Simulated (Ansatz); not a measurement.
Computed with Ansatz on PBE0-D4/def2-TZVP structures; ΔE is electronic, products minus reactants. CCSD(T)/CBS is the MP2 limit (def2-TZVPP, def2-QZVPP) plus CCSD(T) − MP2 in def2-TZVPP, frozen cores. This one scheme is used for every species. Functionals use def2-TZVPP. Each species was taken in one conformer, which may not be the lowest.

Consider the hydrogenolysis of the Si–F bond: `N[SiH2]S[SiH2]F` + H₂ → `N[SiH2]S[SiH3]` + H–F.

```json
{"level": "PBE0", "ΔE (kJ/mol)": "112.2"}
{"level": "MP2/def2-TZVPP", "ΔE (kJ/mol)": "123.2"}
{"level": "CCSD(T)/def2-TZVPP", "ΔE (kJ/mol)": "118.2"}
{"level": "MP2/CBS(def2)", "ΔE (kJ/mol)": "125.2"}
```

Problem. What does CCSD(T)/CBS give? (Estimate.)

Solution. The calculation gave: +120.2 kJ/mol. The listed levels differ from it by -8.0, 3.0, -2.0, 5.0 kJ/mol.

Largest T1 diagnostic among the species: 0.012.
